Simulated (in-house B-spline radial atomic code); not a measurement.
## Ionising the rhenium ion Re⁴⁺ with different functionals

Computed with a B-spline radial code for spherical atoms: four-component Dirac-Coulomb Hamiltonian, Fermi nucleus of rms radius 5.3698 fm, spin-restricted, spherical fractional occupations for the functionals. The ionisation energy is the difference of two self-consistent energies, [Xe] 4f14 5d3 → [Xe] 4f14 5d2, without Breit or QED terms; ε is the level of the shell that loses the electron (mean over j). The electron is taken from both j subshells in proportion to 2j + 1, so the result is a j average, not the step between ground levels.

Hybrids are left out here: with spherical fractional occupations of an open shell their exact exchange keeps a self-interaction that integer-occupation calculations don't have.

```json
{"method": "LDA VWN5", "rung": "LDA", "ΔSCF (eV)": "52.93", "-ε(5d) (eV)": "46.14"}
{"method": "relativistic LDA", "rung": "LDA", "ΔSCF (eV)": "52.95", "-ε(5d) (eV)": "46.16"}
{"method": "LDA PW92", "rung": "LDA", "ΔSCF (eV)": "52.93", "-ε(5d) (eV)": "46.14"}
{"method": "LDA exchange-only", "rung": "LDA", "ΔSCF (eV)": "51.33", "-ε(5d) (eV)": "44.57"}
{"method": "PBE", "rung": "GGA", "ΔSCF (eV)": "52.59", "-ε(5d) (eV)": "45.80"}
{"method": "PBEsol", "rung": "GGA", "ΔSCF (eV)": "?", "-ε(5d) (eV)": "?"}
{"method": "BLYP", "rung": "GGA", "ΔSCF (eV)": "52.52", "-ε(5d) (eV)": "45.73"}
{"method": "RPBE", "rung": "GGA", "ΔSCF (eV)": "?", "-ε(5d) (eV)": "?"}
{"method": "PW91", "rung": "GGA", "ΔSCF (eV)": "52.68", "-ε(5d) (eV)": "45.89"}
{"method": "BP86", "rung": "GGA", "ΔSCF (eV)": "52.68", "-ε(5d) (eV)": "45.91"}
{"method": "AM05", "rung": "GGA", "ΔSCF (eV)": "52.61", "-ε(5d) (eV)": "45.83"}
{"method": "OLYP", "rung": "GGA", "ΔSCF (eV)": "52.64", "-ε(5d) (eV)": "45.83"}
```

(1) What does RPBE give?

(2) What does PBEsol give?

(3) How do they compare with the NIST value?

Results:

(1) ΔSCF 52.49 eV, and -ε(5d) = 45.70 eV.

(2) ΔSCF 52.61 eV, and -ε(5d) = 45.83 eV.

(3) NIST lists 52 eV ± 1.9 (tabulated theory, ground level to ground level). Errors run from -0.57 to +1.05 eV; all lie within about twice that uncertainty, so the table can't rank the methods.
